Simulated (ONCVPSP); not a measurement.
# How hard is this tungsten (W) ONCV potential?

* Element: tungsten (W)
* Generator: ONCVPSP 4.0.1
* Type: optimised norm-conserving Vanderbilt (ONCV)
* Functional: PBEsol
* Relativity: scalar-relativistic
* Frozen core: [Xe] 4f14
* Valence charge: 6
* Reference configuration: 5d4 6s1.5 (charge +0.5)
* Partial waves: 6s: rc 2.80 bohr, ncon 4, nbas 8, qcut 2.5 1/bohr, 2 projectors, debl 1.5 Ha; p scattering state at 0.28 Ha: rc 3.00 bohr, ncon 4, nbas 8, qcut 3.3 1/bohr, 2 projectors, debl 1.5 Ha; 5d: rc 1.75 bohr, ncon 4, nbas 8, qcut 5 1/bohr, 2 projectors, debl 2.7 Ha
* Local potential: polynomial inside 1.50 bohr (lpopt 3, dvloc0 0 Ha)
* Core correction: Teter function, fcfact 1.75, rcfact 1.05

In the p channel the program set the typed energies aside and used 0.050, 1.550 Ha.

**Question.** For each optimised wave give the share of its norm inside rc, the residual kinetic energy above qcut (Ha) and the cutoffs (Ha) for errors of 10, 1, 0.1 and 0.01 mHa per electron.

**Answer.**

```tsv
wave	norm inside rc	residual KE	10 mHa	1 mHa	0.1 mHa	0.01 mHa
6s	0.457	1.0e-03	2.0	3.2	16.4	22.0
s projector 2	0.140	2.1e-02	3.6	7.5	21.6	26.7
p projector 1	0.103	1.0e-06	0.8	2.6	3.8	4.8
p projector 2	0.173	6.2e-04	3.9	5.6	26.6	31.6
5d	0.456	2.3e-03	10.3	14.4	60.6	76.0
d projector 2	0.099	6.9e-03	11.8	15.7	28.3	61.2
```

The occupied waves need 14 Ha and 61 Ha for 1 and 0.1 mHa. Note: ghosts flagged at negative energy: s at -31.9 eV; GHOST(+) flagged for p at 22.0 eV. A true bound ghost makes a file unfit for plane-wave use.
